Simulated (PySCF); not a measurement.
## Broadened absorption spectrum of Si(NMeEt)2H2

Si(NMeEt)2H2, C6H18N2Si.
SMILES: `[H][Si]([H])(N(C)CC)N(C)CC`

Theory: PySCF 2.14.0, density-fitted response routines, TDDFT CAM-B3LYP/def2-SVPD, vertical, gas phase, core orbitals frozen in the response. Isolated species at its PBE0-D3(BJ)/def2-SVP geometry (one conformer only).

Computed states:

```json
{"state": "S1", "E (eV)": "6.06", "f": "0.028"}
{"state": "S2", "E (eV)": "6.11", "f": "0.0046"}
{"state": "S3", "E (eV)": "6.51", "f": "0.028"}
{"state": "S4", "E (eV)": "6.56", "f": "0.014"}
{"state": "S5", "E (eV)": "6.84", "f": "0.018"}
{"state": "S6", "E (eV)": "6.85", "f": "0.017"}
{"state": "S7", "E (eV)": "6.99", "f": "0.044"}
{"state": "S8", "E (eV)": "7.01", "f": "0.013"}
{"state": "S9", "E (eV)": "7.03", "f": "0.0051"}
{"state": "S10", "E (eV)": "7.09", "f": "0.0024"}
```

Broadening: Gaussians 0.4 eV wide at half height, area fixed by f = 4.319×10⁻⁹ ∫ε dν̃. The width is an assumption, not a result. The curve ends short of the highest state used, and states not computed would add to its high-energy end.

Problem. Give the broadened spectrum and its maxima.

Solution. 
```
E (eV)  ε (L mol⁻¹ cm⁻¹)
  5.46                 4
  5.48                 5
  5.50                 8
  5.52                12
  5.54                17
  5.56                25
  5.58                35
  5.59                42
  5.61                58
  5.63                78
  5.65               105
  5.67               140
  5.69               183
  5.71               236
  5.73               300
  5.74               337
  5.76               420
  5.78               517
  5.80               627
  5.82               750
  5.84               885
  5.86              1030
  5.88              1182
  5.89              1260
  5.91              1418
  5.93              1573
  5.95              1723
  5.97              1862
  5.99              1987
  6.01              2092
  6.03              2177
  6.04              2210
  6.06              2259
  6.08              2285
  6.10              2287
  6.12              2271
  6.14              2238
  6.16              2195
  6.17              2172
  6.19              2124
  6.21              2081
  6.23              2048
  6.25              2030
  6.27              2032
  6.29              2056
  6.31              2103
  6.32              2135
  6.34              2217
  6.36              2319
  6.38              2437
  6.40              2567
  6.42              2704
  6.44              2842
  6.46              2978
  6.47              3043
  6.49              3167
```

Maxima: 203 nm (6.09 eV), ε about 2300, made up of S1 (81%) and S2 (14%) (ε in L mol⁻¹ cm⁻¹; maxima over ε = 5, shares over 10%). At its high-energy end, 6.49 eV, the curve is still rising (ε about 3200, from S3 and S4).

Problem. On this curve, what absorbance would a 10⁻⁵ mol/L sample give at 193 nm over a 1 cm path?

Solution. 193 nm is 6.424 eV, where ε is about 2700 L mol⁻¹ cm⁻¹, so A = ε c l ≈ 0.027 (Beer–Lambert, with the gas-phase spectrum and the assumed width).

Problem. Coming from long wavelengths, where does ε first pass 100 L mol⁻¹ cm⁻¹?

Solution. At about 220 nm (5.65 eV), 0.42 eV below S1.

Problem. What would ε be at 6.09 eV, the highest of these maxima, with half the width (0.2 eV)?

Solution. About 4220 L mol⁻¹ cm⁻¹ against 2290, a factor of about 1.8; a lone state at its own centre would give exactly 2.

The run took 7.1 min of wall time (grids of density and orbitals included) on one thread of an Intel Xeon at 2.50 GHz, shared host, and the process peaked at 1.9 GiB of memory.

Without π bonds the low states are Rydberg-like; a valence basis with one diffuse set may place them up to an eV too high.
